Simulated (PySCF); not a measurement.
**Dipole response of Zn⁺ (zinc, charge +1)**

[Ar] 3d10 4s1, 2S determinant. Calculation: PySCF 2.14, in x2c-TZVPPall with one added diffuse shell each of s, p, d, f type (7s6p5d3f1g, 80 functions); the spin-free X2C one-electron Hamiltonian (Gaussian nucleus). Coupled (time-dependent) response in atomic units; α is the mean over directions.

| method | mean α (bohr³) | C₆ (like pair) | S(−4) |
| --- | --- | --- | --- |
| PBEsol | 16.77 | 70.52 | 222.8 |

S(−4) is the Cauchy moment in α(ω) = α(0) + S(−4) ω² + …

α(iu) at PBEsol:

```csv
u (hartree),α(iu) (bohr³)
0,16.77
0.0500,16.23
0.100,14.85
0.200,11.34
0.300,8.489
0.500,5.271
0.750,3.478
1.00,2.580
1.50,1.674
2.00,1.210
3.00,0.7427
5.00,0.3818
```

A single London oscillator, α(iu) = α/(1 + u²/ω²), gives C₆ = (3/4) ω α². Matching the computed C₆ needs ω = 4 × 70.52 / (3 × 16.77²) = 0.334 hartree.

For an ion, C₆ is the dispersion term alone; charge-induced terms of lower order in 1/R come first.
